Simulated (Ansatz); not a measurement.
Species: WH5, charge 1, multiplicity 1. The spin state was set by rule; other spins were not relaxed. 
Structure (B3LYP-D3(BJ)/def2-TZVP (Ansatz, a first-principles code) minimum search):
```
W
H 1 1.6522
H 2 1.6089 1 61.74
H 2 1.6089 3 123.47 1 0.00
H 1 1.6957 2 120.17 3 -90.00
H 1 1.6957 2 120.17 3 90.00
```
Charge +1, spin multiplicity 1.

Basis-set convergence of Hartree-Fock and CCSD correlation energies (hartree) with Ansatz. Correlated levels leave the core frozen unless marked. Spin-orbit coupling is left out. Frozen are the shells of the preceding noble gas and the d and f shells that filled before the atom's block. Past Kr the def2 sets carry scalar-relativistic core potentials.

The T1 diagnostic of CCSD in the largest basis is 0.033, which is high, so the coupled-cluster rows are less sure than usual.

| basis | functions | E(HF) | E(corr, CCSD) |
|---|---|---|---|
| def2-SVP | 57 | -68.83033 | -0.23950 |
| def2-TZVPP | 126 | -68.86362 | -0.27090 |
| def2-QZVPP | 231 | -68.86891 | -0.27902 |

Extrapolating the two largest sets (X = 3 and 4) as X^-3: E(corr) = (64·(-0.27902) - 27·(-0.27090))/37 = -0.2849 Eh, an estimate of the basis-set limit. The largest set recovers 97.9 % of it, the smallest 84.1 %.
